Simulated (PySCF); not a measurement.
# Si3BH7O3

Si3BH7O3 is a molecule, neutral, singlet. The structure, one conformer, was relaxed in the gas phase by PBE0-D3(BJ)/def2-SVP. No frequency run checks that it is a minimum.

SMILES: B[SiH]1O[SiH2]O[SiH2]O1

```xyz
14

O     0.657   -0.740    1.095
Si   -0.895   -0.709    1.687
O    -1.721    0.481    0.870
Si   -1.274    1.553   -0.320
O     0.319    1.257   -0.690
Si    1.383    0.070   -0.177
B     1.605   -1.236   -1.695
H    -1.554   -2.018    1.438
H    -0.863   -0.387    3.137
H    -1.413    2.944    0.184
H    -2.119    1.327   -1.523
H     2.606    0.741    0.344
H     0.612   -1.801   -2.095
H     2.651   -1.495   -2.241
```
Atoms count from 1 in this order.

Shieldings: GIAO PBE0/pcSseg-1. Shifts are against computed references at the same level: H TMS (σ 31.27 ppm), Si TMS (σ 352.0 ppm). Core levels by delta-SCF with SCAN, pcX-2 on the ionised atom and pcseg-1 elsewhere, spin-free X2C (2p3/2 is the spin-free 2p value less a third of a first-order spin-orbit splitting); from the vacuum level, for chosen atoms.

Give the NMR and core-level values of the distinct atoms.


```csv
atoms,bonded to,σ (ppm),δ (ppm),core level (eV)
O1 O5,2 Si,248.1,-,1s 537.92
Si2 Si4,2 O + 2 H,385.4,-33.4,2p3/2 108.14
O3,2 Si,249.8,-,1s 538.04
Si6,1 B + 2 O + 1 H,379.7,-27.7,2p3/2 107.73
B7,1 Si + 2 H,-10.3,-,-
H8,1 Si,25.96,5.30,-
H9 H10,1 Si,25.99,5.27,-
H11,1 Si,25.99,5.28,-
H12,1 Si,25.71,5.56,-
H13,1 B,21.56,9.71,-
H14,1 B,21.62,9.65,-
```

Values are those of this one static structure; atoms that internal rotation interchanges would show their mean in an NMR spectrum.

Core levels of B7 are left out, their hole states being strongly spin-contaminated.

Which of Si2, Si6 holds its core electrons tightest, and by how much against the loosest?

Si2 (bonded to 2 O + 2 H), by 0.41 eV over Si6 (bonded to 1 B + 2 O + 1 H).

By CAM-B3LYP/def2-SVPD (TDDFT singlets, Tamm-Dancoff triplets, ionisation by delta-SCF), where does absorption start, and what does vertical ionisation take?

The lowest singlet lies at 3.84 eV (f 0.002), the strongest of the first 6 at 6.36 eV (f 0.026), the lowest triplet at 3.06 eV; vertical ionisation takes 10.02 eV.
